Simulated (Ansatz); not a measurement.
Job for Ansatz (a program for electronic structure): R-CCSD(T)/def2-QZVPP on CsBr, 2S+1 = 1, a spin state set in the input, which need not be the lowest, a point of a bond scan (R = 3.101 Å). Elements past Kr take the def2 small-core potentials; no spin–orbit coupling. Files ending in .json are basis or fitting sets from the Basis Set Exchange.

Ansatz 0.2 input:
```yaml
crystal:
  periodic: [false, false, false]
  atoms:
    - {symbol: Br, position_ang: [0.00000000, 0.00000000, 0.00000000]}
    - {symbol: Cs, position_ang: [0.00000000, 0.00000000, 3.10071800]}
basis:
  gaussian:
    orbitals: def2-QZVPP.json
    pivot_positions_ang: [[0.00000000, 0.00000000, 0.00000000], [0.00000000, 0.00000000, 3.10071800]]
magnetization: {spin_polarized: false}
correlation: {method: ccsd_t, electrons: valence}
output: {orbitals: {seedname: ./end}}
```

It printed:

```
WARN ansatz: RAYON_NUM_THREADS=1 ignored (pool sized by the plan → 1); use --threads N
Functional definition: HF
integrals: 0.36 GiB planned
1051 factors; integrals over basis functions are off by at most 3.8e-4 eV
mean field: 0.55 GiB planned
mean field evaluation 1: about -70542.2204 eV, gradient 1.7e1 eV
mean field evaluation 2: about -70542.2842 eV, gradient 1.7e1 eV
mean field evaluation 4: about -70543.2856 eV, gradient 1.7e0 eV
mean field evaluation 8: about -70543.2934 eV, gradient 8.4e-2 eV
mean field evaluation 16: about -70543.2935 eV, gradient 2.0e-6 eV
mean field -70543.29347358 eV, -2592.4182191923 hartree, gradient 2.0e-6 eV, S^2 0.000000; 0 other end points of the search recorded, 0 dependent functions left out
9 core orbitals not correlated
reference -70543.29347358 eV, -2592.4182191923 hartree; 13, 13 occupied and 129, 129 virtual orbitals, 1051 factors
second order -20.86357338 eV of doubles, -0.00000000 eV of singles
coupled cluster: 0.69 GiB planned
cycle   1  -20.40782885 eV  change    4.6e-1 eV  update   6.0e-2
cycle   2  -20.73932533 eV  change   -3.3e-1 eV  update   1.3e-2
cycle   3  -20.75046919 eV  change   -1.1e-2 eV  update   5.5e-3
cycle   4  -20.74516500 eV  change    5.3e-3 eV  update   1.7e-3
cycle   5  -20.74465101 eV  change    5.1e-4 eV  update   1.1e-3
cycle   6  -20.74498612 eV  change   -3.4e-4 eV  update   3.9e-4
cycle   7  -20.74500332 eV  change   -1.7e-5 eV  update   1.3e-4
cycle   8  -20.74493937 eV  change    6.4e-5 eV  update   5.0e-5
cycle   9  -20.74492627 eV  change    1.3e-5 eV  update   2.1e-5
perturbative correction -0.53629527 eV, -0.0197084876 hartree
Total energy: -70564.57469511 eV, -2593.2002896587 hartree
```

The run converged.

Cost: about 13 core-seconds (a rough figure).
